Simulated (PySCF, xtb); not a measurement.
C₃H₈AlCl, SMILES CC[CH2][AlH][Cl]. One conformer was computed; it need not be the lowest.

Harmonic wavenumbers (cm⁻¹) from GFN2-xTB (xtb) at its own minimum, in rising order: 51, 64, 69, 172, 234, 321, 410, 532, 593, 645, 679, 795, 931, 952, 1048, 1087, 1174, 1203, 1263, 1323, 1415, 1461, 1489, 1503, 1504, 1789, 2858, 2884, 2929, 2950, 3024, 3026, 3031.

Question: What does B3LYP-D3(BJ)/def2-SVP (PySCF) give at its own minimum? (The exact figures need the calculation; the answer reports its results.)

Answer: 14, 85, 88, 219, 259, 327, 394, 522, 626, 668, 683, 777, 901, 977, 1039, 1078, 1183, 1221, 1318, 1353, 1397, 1421, 1463, 1468, 1478, 1952, 2995, 3013, 3019, 3029, 3051, 3100, 3103. Paired by order, the mean absolute difference is 41 cm⁻¹ and the zero-point energies are 62.1 and 63.2 kcal/mol.
